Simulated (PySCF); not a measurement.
PySCF job for GeH3, SMILES [GeH3+], charge +1, ADC(2)/aug-cc-pVDZ. The structure is a stationary point at B3LYP-D3(BJ)/def2-TZVPD.

```python
import numpy as np
from pyscf import gto, scf, dft, adc

mol = gto.M(
    atom='''
    Ge   -0.00000000    0.00000000    0.00000000
    H     1.52430209    0.00000000    0.00000000
    H    -0.76215104    1.32008433    0.00000000
    H    -0.76215104   -1.32008433    0.00000000
    ''',
    basis='aug-cc-pVDZ',
    charge=1,
    spin=0,
    max_memory=1600,
    verbose=4,
)
mf = scf.RHF(mol)
mf.conv_tol = 1e-10
mf.max_cycle = 100
mf.kernel()
res = {}
for kind, nroots in (('ee', 6), ('ip', 6), ('ea', 2)):
    a = adc.ADC(mf).density_fit('aug-cc-pvdz-ri')
    a.method, a.method_type = 'adc(2)', kind
    e, v, p, x = a.kernel(nroots=nroots)
    res[kind] = (e * 27.211386245988, p)
for kind, (e, p) in res.items():
    print(kind, 'energies / eV', np.round(e, 3), 'strengths', np.round(p, 4))
```

It prints:

```
PySCF version 2.14.0

[INPUT] verbose = 4
[INPUT] num. atoms = 4
[INPUT] num. electrons = 34
[INPUT] charge = 1
[INPUT] spin (= nelec alpha-beta = 2S) = 0
[INPUT] symmetry False subgroup None
[INPUT] Mole.unit = angstrom
[INPUT] Symbol           X                Y                Z      unit          X                Y                Z       unit  Magmom
[INPUT]  1 Ge     0.000000000000   0.000000000000   0.000000000000 AA    0.000000000000   0.000000000000   0.000000000000 Bohr   0.0
[INPUT]  2 H      1.524302090000   0.000000000000   0.000000000000 AA    2.880513481202   0.000000000000   0.000000000000 Bohr   0.0
[INPUT]  3 H     -0.762151040000   1.320084330000   0.000000000000 AA   -1.440256731152   2.494597845030   0.000000000000 Bohr   0.0
[INPUT]  4 H     -0.762151040000  -1.320084330000   0.000000000000 AA   -1.440256731152  -2.494597845030   0.000000000000 Bohr   0.0

nuclear repulsion = 33.9286907221894
number of shells = 24
number of NR pGTOs = 119
number of NR cGTOs = 63
basis = aug-cc-pVDZ
ecp = {}


[settings echo left out]
init E= -2076.15967181395
  HOMO = -0.401650526147469  LUMO = -0.0816172611361758  gap/eV = 8.70855
cycle= 1 E= -2076.72195502772  delta_E= -0.562  |g|= 0.287  |ddm|= 1.17
  HOMO = -0.785239913974446  LUMO = -0.287113699486471  gap/eV = 13.55470
cycle= 2 E= -2076.76124531621  delta_E= -0.0393  |g|= 0.0726  |ddm|= 0.425
  HOMO = -0.754262024161861  LUMO = -0.245624264303942  gap/eV = 13.84074
cycle= 3 E= -2076.76284553961  delta_E= -0.0016  |g|= 0.0161  |ddm|= 0.171
  HOMO = -0.751189608010015  LUMO = -0.241568256115387  gap/eV = 13.86750
cycle= 4 E= -2076.76297126016  delta_E= -0.000126  |g|= 0.00227  |ddm|= 0.0458
  HOMO = -0.751579375999022  LUMO = -0.242027919501427  gap/eV = 13.86560
cycle= 5 E= -2076.76297404352  delta_E= -2.78e-06  |g|= 0.000172  |ddm|= 0.00948
  HOMO = -0.751640141954181  LUMO = -0.242068791428499  gap/eV = 13.86614
cycle= 6 E= -2076.76297405828  delta_E= -1.48e-08  |g|= 1.67e-05  |ddm|= 0.000623
  HOMO = -0.751643623084064  LUMO = -0.242073032885068  gap/eV = 13.86612
cycle= 7 E= -2076.76297405846  delta_E= -1.85e-10  |g|= 2.7e-06  |ddm|= 3.76e-05
  HOMO = -0.751643848891739  LUMO = -0.242073386277979  gap/eV = 13.86612
cycle= 8 E= -2076.76297405848  delta_E= -1.73e-11  |g|= 3.35e-07  |ddm|= 5.32e-06
  HOMO = -0.751643819643118  LUMO = -0.242073367066866  gap/eV = 13.86612
Extra cycle  E= -2076.76297405847  delta_E= 8.19e-12  |g|= 1.08e-07  |ddm|= 9.92e-07
converged SCF energy = -2076.76297405847

******** <class 'pyscf.adc.radc.RADC'> ********
******** ADC Orbital Information ********
Number of Frozen Occupied Orbitals: 0
Number of Frozen Virtual Orbitals: 0
Number of Active Occupied Orbitals: 17
Number of Active Virtual Orbitals: 46
*****************************************
******** <class 'pyscf.df.df.DF'> ********
auxbasis = aug-cc-pvdz-ri
Reference correlation energy (doubles): -0.11725847
MP2 correlation energy of reference state (a.u.) = -0.11725847

******** <class 'pyscf.adc.radc_ee.RADCEE'> ********
max_space = 12
max_cycle = 50
conv_tol = 1e-08

*************************************************************
        ADC calculation summary (singlet states only)
*************************************************************
adc(2) root 0  |  Energy (Eh) =   0.2167853145  |  Energy (eV) =   5.89902888  |  Osc. strength = 0.00000000  |  conv = True
adc(2) root 1  |  Energy (Eh) =   0.2167853187  |  Energy (eV) =   5.89902899  |  Osc. strength = 0.00000000  |  conv = True
adc(2) root 2  |  Energy (Eh) =   0.4008273492  |  Energy (eV) =  10.90706773  |  Osc. strength = 0.29159823  |  conv = True
adc(2) root 3  |  Energy (Eh) =   0.4008273519  |  Energy (eV) =  10.90706780  |  Osc. strength = 0.29159823  |  conv = True
adc(2) root 4  |  Energy (Eh) =   0.4590654157  |  Energy (eV) =  12.49180624  |  Osc. strength = 0.77700843  |  conv = True
adc(2) root 5  |  Energy (Eh) =   0.4590654178  |  Energy (eV) =  12.49180629  |  Osc. strength = 0.77700000  |  conv = True

******** <class 'pyscf.adc.radc.RADC'> ********
******** ADC Orbital Information ********
Number of Frozen Occupied Orbitals: 0
Number of Frozen Virtual Orbitals: 0
Number of Active Occupied Orbitals: 17
Number of Active Virtual Orbitals: 46
*****************************************
******** <class 'pyscf.df.df.DF'> ********
auxbasis = aug-cc-pvdz-ri
Reference correlation energy (doubles): -0.11725847
MP2 correlation energy of reference state (a.u.) = -0.11725847

******** <class 'pyscf.adc.radc_ip.RADCIP'> ********
max_space = 12
max_cycle = 50
conv_tol = 1e-08

*************************************************************
        ADC calculation summary (doublet states only)
*************************************************************
adc(2) root 0  |  Energy (Eh) =   0.7408384880  |  Energy (eV) =  20.15924208  |  Spec. factor = 1.89363334  |  conv = True
adc(2) root 1  |  Energy (Eh) =   0.7408384891  |  Energy (eV) =  20.15924211  |  Spec. factor = 1.89363334  |  conv = True
adc(2) root 2  |  Energy (Eh) =   0.9612713300  |  Energy (eV) =  26.15752523  |  Spec. factor = 1.84654159  |  conv = True
adc(2) root 3  |  Energy (Eh) =   1.2612133451  |  Energy (eV) =  34.31936319  |  Spec. factor = 0.00013586  |  conv = True
adc(2) root 4  |  Energy (Eh) =   1.2612136169  |  Energy (eV) =  34.31937058  |  Spec. factor = 0.00043986  |  conv = True
adc(2) root 5  |  Energy (Eh) =   1.2612142735  |  Energy (eV) =  34.31938845  |  Spec. factor = 0.00000000  |  conv = True

******** <class 'pyscf.adc.radc.RADC'> ********
******** ADC Orbital Information ********
Number of Frozen Occupied Orbitals: 0
Number of Frozen Virtual Orbitals: 0
Number of Active Occupied Orbitals: 17
Number of Active Virtual Orbitals: 46
*****************************************
******** <class 'pyscf.df.df.DF'> ********
auxbasis = aug-cc-pvdz-ri
Reference correlation energy (doubles): -0.11725847
MP2 correlation energy of reference state (a.u.) = -0.11725847

******** <class 'pyscf.adc.radc_ea.RADCEA'> ********
max_space = 12
max_cycle = 50
conv_tol = 1e-08

*************************************************************
        ADC calculation summary (doublet states only)
*************************************************************
adc(2) root 0  |  Energy (Eh) =  -0.2771593329  |  Energy (eV) =  -7.54188960  |  Spec. factor = 1.92584720  |  conv = True
adc(2) root 1  |  Energy (Eh) =  -0.1418641384  |  Energy (eV) =  -3.86031983  |  Spec. factor = 1.93377416  |  conv = True
ee energies / eV [ 5.899  5.899 10.907 10.907 12.492 12.492] strengths [0.     0.     0.2916 0.2916 0.777  0.777 ]
ip energies / eV [20.159 20.159 26.158 34.319 34.319 34.319] strengths [1.8936e+00 1.8936e+00 1.8465e+00 1.0000e-04 4.0000e-04 0.0000e+00]
ea energies / eV [-7.542 -3.86 ] strengths [1.9258 1.9338]
```

Self-consistency was reached.
